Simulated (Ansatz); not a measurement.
CNO (SMILES [N]=C=O) moved off its minimum; all values from Ansatz (an electronic-structure program), cores frozen in correlated methods. Open shells are unrestricted.
(charge 0, multiplicity 2)
```xyz
3

N      0.0462     0.0753    -1.3465
C     -0.0496    -0.0058    -0.0607
O     -0.0138    -0.0205     1.1238
```

Problem. Give the forces (eV/Å), the total energy and the dipole at MP2/aug-cc-pVTZ.

Solution. 
```tsv
atom	Fx	Fy	Fz
N1	-0.522	-0.323	2.627
C2	0.994	0.445	1.301
O3	-0.473	-0.122	-3.928
```
Energy -167.7183 hartree, dipole 0.36 D.
